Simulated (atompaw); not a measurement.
PBEsol PAW (atompaw) dataset for Ca (Z = 20), non-relativistic all-electron reference.

The input file (atompaw 4.2.0.5):

```
Ca 20
GGA-PBESOL loggrid 1500 logderivrange -4 5 226
4 4 3 0 0 0
4 1 0
3 2 0
0 0 0
c
c
c
v
c
v
v
v
2
3.00 2.50 2.00 2.00
y
0.45
n
n
y
2.05
n
bloechl sinc
bessel
PWSCFOUT
UPFDX 0.0125d0 UPFXMIN -7.d0 UPFZMESH 20.d0
END
```

Command:

```bash
atompaw < Ca.input > Ca.log
```

The program printed (summary file):

```
Completed calculations for Ca (AE)

 Exchange-correlation type: GGA, Perdew-Burke-Ernzerhof modified (PBEsol)

 Radial integration grid is logarithmic
 r0 =   4.0659520E-04 h =   8.1319041E-03   n =      1500 rmax =   8.0000000E+01

 Non-relativistic calculation

 AEatom converged in  46 iterations
   nz     =  20.00
   delta  =       3.092172630454E-17

 All Electron Orbital energies:
  n  l      occupancy      energy
  1  0      2.0000000E+00 -2.8830947E+02
  2  0      2.0000000E+00 -3.0139663E+01
  3  0      2.0000000E+00 -3.4215623E+00
  4  0      2.0000000E+00 -2.7571064E-01
  2  1      6.0000000E+00 -2.4562396E+01
  3  1      6.0000000E+00 -2.0580315E+00
  4  1      0.0000000E+00 -1.0308367E-01
  3  2      0.0000000E+00 -1.5279157E-01

 Total energy
   Total                    :    -1353.00184221364998

 ---
 Completed calculations for Ca (SC)

 Exchange-correlation type: GGA, Perdew-Burke-Ernzerhof modified (PBEsol)

 Radial integration grid is logarithmic
 r0 =   4.0659520E-04 h =   8.1319041E-03   n =      1500 rmax =   8.0000000E+01

 Non-relativistic calculation

 SCatom converged in   1 iterations
   nz     =  20.00
   delta  =       8.038030014615E-18

 Valence Electron Orbital energies:
  n  l      occupancy      energy
   4  0      2.0000000E+00 -2.7571064E-01
   3  1      6.0000000E+00 -2.0580315E+00
   4  1      0.0000000E+00 -1.0308367E-01
   3  2      0.0000000E+00 -1.5279157E-01

 Total energy
   Total                    :    -1353.00184221313930
   Valence                  :     -104.87636925107323

 PAW parameters:
       lmax =            2
         rc =    3.0184386358516115
        irc =         1097
   rc_shape =    2.5034710573964669
    rc_vloc =    2.0098837899810418
    rc_core =    2.0098837899810418
   Vloc: truncated form - Vps(r)=A.sin(qr)/r for r<rc
   Projector type: Bloechl + Gram-Schmidt ortho.
   Sinc^2 compensation charge shape zeroed at   2.5035E+00

 Number of basis functions     6
 No.   n  nodes  l      Energy         Cp coeff         Occ
  1    4    3    0   -0.2757106E+00 -0.7330121E+01  0.2000000E+01
  2  999    4    0    0.4500000E+00  0.9250594E+00  0.0000000E+00
  3    3    1    1   -0.2058031E+01  0.4413002E+01  0.6000000E+01
  4    4    2    1   -0.1030837E+00  0.5120093E+01  0.0000000E+00
  5    3    0    2   -0.1527916E+00  0.4151210E+01  0.0000000E+00
  6  999    1    2    0.2050000E+01  0.8666763E+01  0.0000000E+00

 Eigenvalues of overlap operator (in the basis of projectors):
    1        9.17653190E-03
    2        1.08893718E+00
    3        3.40742466E+00
    4        6.35925702E+00
    5        8.95280467E+00
    6        1.29724201E+01

 Orbital leakage outside PAW augmentation regions
   orb  is_core?  %out_of_sphere
   1 0    T           0.00
   2 0    T           0.00
   3 0    T           0.16
   4 0    F          74.31
   2 1    T           0.00
   3 1    F           0.71
   4 1    F          90.15
   3 2    F          24.66

 Summary of PAW energies
   Total valence energy     :   -104.87636906361274
   Smooth energy            :      8.08217013460462
   One center               :   -112.95853919821735
   Smooth kinetic           :      8.79135700749256
   Vloc energy              :      0.75693541639506
   Smooth exch-corr         :     -4.05473153129987
   One-center xc            :    -65.78783728474467
```

Note: ghost state, extra bound levels that the all-electron valence spectrum of the same l lacks: s at -12.4 eV. A true bound ghost makes a file unfit for plane-wave use.

The run took about 0.88 s on one core of a shared server CPU.
